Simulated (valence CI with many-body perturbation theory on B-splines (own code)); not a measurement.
## Forbidden lines of Tm LXV

Level of theory: relativistic CI+MBPT: three valence electrons over a frozen Dirac-Fock core [He], radial functions for each j: 11 s, 11 p, 10 d, 8 f, 5 g, 2 h, with the one-electron correlation potential Σ1, the two-electron term Σ2, the three-electron term Σ3, Breit, model QED; selected CI, second order for the rest, scaled by the run's own slope (own B-spline code, finite nucleus).

No measured spectrum was set against this ion. As an estimate, large intervals hold to a few tenths of a per cent, small ones and those within an open d or f shell to about a per cent.

Lines 1 to 44 of 44 in falling wavelength, among levels below 13085 eV, chosen from the decays that carry over 1 % of a level's rate. Wavelengths and rates use the calculated energies. Electric multipoles are in the length gauge, E1 and E2 with the static RPA response of the core. Weak lines are less certain than strong ones. Lines between different terms over intervals too small for the method are left out, as are lines whose strength nearly cancels. The highest levels of a list are the least certain.

Levels are named by their leading jj configuration (3d3/2^4 stands for four electrons in 3d with j = 3/2), which in mixed levels can hold well under half, so a name can repeat and another be missing. Letters in brackets count levels of one name in rising energy.

```csv
λ vac (nm),Upper,Lower,Type,A (s⁻¹),Branch %
1.249,(2s 2p1/2 2p3/2) J=3/2 [a],(2s 2p1/2^2) J=1/2,M1,5.80e+09,10.9
1.210,(2s 2p3/2 3d5/2) J=9/2,(2s 2p1/2 3d5/2) J=7/2,M1,5.41e+09,5.2
1.165,(2s^2 2p3/2) J=3/2,(2s^2 2p1/2) J=1/2,M1,5.43e+09,25.7
0.1544,(2s 2p1/2 3p1/2) J=1/2 [a],(2s 2p1/2 2p3/2) J=3/2 [a],E2,1.58e+12,1.1
0.1540,(2s^2 3p1/2) J=1/2,(2s^2 2p3/2) J=3/2,E2,2.01e+12,24.8
0.1507,(2s 2p3/2 3p3/2) J=7/2,(2s 2p3/2^2) J=3/2,E2,6.21e+10,2.2
0.1489,(2s 2p3/2 3p3/2) J=7/2,(2s 2p3/2^2) J=5/2,E2,6.83e+11,24.3
0.1486,(2s 2p3/2 3p3/2) J=1/2 [b],(2s 2p3/2^2) J=3/2,E2,1.19e+12,8.7
0.1485,(2s 2p1/2 3p3/2) J=5/2,(2s 2p1/2 2p3/2) J=5/2,E2,5.40e+11,1.1
0.1482,(2s^2 3p3/2) J=3/2,(2s^2 2p3/2) J=3/2,E2,1.00e+12,8.4
0.1469,(2s 2p3/2 3p3/2) J=1/2 [b],(2s 2p3/2^2) J=5/2,E2,3.91e+11,2.9
0.1465,(2s 2p3/2 3d5/2) J=9/2,(2s 2p3/2^2) J=5/2,M2,4.78e+10,45.5
0.1465,(2s 2p3/2 3d5/2) J=9/2,(2s 2p3/2^2) J=5/2,E3,2.87e+09,2.7
0.1323,(2s 2p3/2 3p3/2) J=7/2,(2s 2p1/2 2p3/2) J=5/2,E2,5.10e+11,18.2
0.1322,(2s 2p1/2 3p3/2) J=5/2,(2s 2p1/2^2) J=1/2,E2,1.11e+12,2.3
0.1317,(2s 2p3/2 3p3/2) J=7/2,(2s 2p1/2 2p3/2) J=3/2 [a],E2,8.17e+11,29.1
0.1317,(2s 2p3/2 3p3/2) J=1/2 [b],(2s 2p1/2 2p3/2) J=3/2 [b],E2,1.15e+12,8.4
0.1315,(2s^2 3p3/2) J=3/2,(2s^2 2p1/2) J=1/2,E2,1.23e+12,10.2
0.1304,(2s 2p3/2 3d5/2) J=9/2,(2s 2p1/2 2p3/2) J=5/2,M2,1.71e+10,16.3
0.1304,(2s 2p3/2 3d5/2) J=9/2,(2s 2p1/2 2p3/2) J=5/2,E3,2.62e+09,2.5
0.1299,(2s 2p3/2 3d5/2) J=9/2,(2s 2p1/2 2p3/2) J=3/2 [a],E3,5.22e+09,5.0
0.1289,(2p1/2 2p3/2 3d3/2) J=5/2 [a],(2s 2p1/2 2p3/2) J=1/2,E2,1.95e+12,1.3
0.1288,(2p1/2 2p3/2 3d3/2) J=7/2,(2s 2p1/2 2p3/2) J=3/2 [b],E2,2.67e+12,9.2
0.1283,(2s 2p1/2 3d3/2) J=5/2,(2s^2 2p1/2) J=1/2,E2,3.47e+12,1.5
0.1281,(2p1/2^2 3d3/2) J=3/2,(2s 2p1/2^2) J=1/2,E2,6.11e+12,2.8
0.1279,(2p1/2 2p3/2 3d3/2) J=7/2,(2s 2p1/2 2p3/2) J=5/2,E2,2.85e+12,9.8
0.1278,(2p3/2^2 3d5/2) J=7/2,(2s 2p3/2^2) J=3/2,E2,2.44e+12,16.6
0.1276,(2p1/2 2p3/2 3d3/2) J=3/2 [a],(2s 2p1/2 2p3/2) J=3/2 [a],E2,4.23e+12,1.1
0.1275,(2p1/2 2p3/2 3d3/2) J=5/2 [a],(2s 2p1/2 2p3/2) J=3/2 [a],E2,2.81e+12,1.9
0.1275,(2p1/2 2p3/2 3d3/2) J=1/2 [a],(2s 2p1/2 2p3/2) J=3/2 [a],E2,5.57e+12,2.6
0.1273,(2p1/2 2p3/2 3d3/2) J=7/2,(2s 2p1/2 2p3/2) J=3/2 [a],E2,6.22e+11,2.1
0.1268,(2p1/2 2p3/2 3d5/2) J=9/2,(2s 2p1/2 2p3/2) J=5/2,E2,6.43e+12,63.9
0.1265,(2p1/2 2p3/2 3d5/2) J=7/2 [a],(2s 2p1/2 2p3/2) J=3/2 [a],E2,5.74e+12,12.9
0.1265,(2p3/2^2 3d5/2) J=7/2,(2s 2p3/2^2) J=5/2,E2,3.93e+12,26.7
0.1265,(2p3/2^2 3d5/2) J=9/2,(2s 2p3/2^2) J=5/2,E2,6.49e+12,45.8
0.1264,(2s 2p3/2 3d5/2) J=7/2 [b],(2s^2 2p3/2) J=3/2,E2,4.39e+12,1.0
0.1101,(2p1/2^2 4f7/2) J=7/2,(2p1/2^2 2p3/2) J=3/2,E2,4.46e+12,1.8
0.1100,(2s 2p1/2 4f7/2) J=7/2 [b],(2s 2p1/2 2p3/2) J=3/2 [b],E2,2.61e+12,1.0
0.1100,(2s 2p1/2 4f7/2) J=5/2,(2s 2p1/2 2p3/2) J=1/2,E2,3.08e+12,1.2
0.1094,(2s 2p1/2 4f7/2) J=9/2,(2s 2p1/2 2p3/2) J=5/2,E2,4.38e+12,1.7
0.1093,(2s 2p1/2 4f7/2) J=7/2 [a],(2s 2p1/2 2p3/2) J=3/2 [a],E2,3.27e+12,1.3
0.1092,(2s^2 4f7/2) J=7/2,(2s^2 2p3/2) J=3/2,E2,4.43e+12,1.7
0.1004,(2s 2p1/2 4f5/2) J=3/2,(2s 2p1/2^2) J=1/2,E2,4.38e+12,1.7
0.09994,(2s^2 4f5/2) J=5/2,(2s^2 2p1/2) J=1/2,E2,3.43e+12,1.3
```
